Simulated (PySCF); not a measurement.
**Correlation energy of Zr²⁺ (zirconium, charge +2)**

[Kr] 4d1 5p1, one real determinant (an excited configuration). Calculation: PySCF 2.14, in aug-cc-pwCVDZ-PP with ECP28MDF (6s6p5d3f, 70 functions); scalar relativity through the core potential. Frozen: 4s2 4p6; 2 electrons correlated.

Total MP2 correlation energy: -2.83 mhartree.

Same-spin part -2.83 and opposite-spin part 0.00 mhartree; SCS-MP2 scales them by 1/3 and 6/5 to -0.94 mhartree.

The reference is one real determinant that mixes LS terms of this configuration.
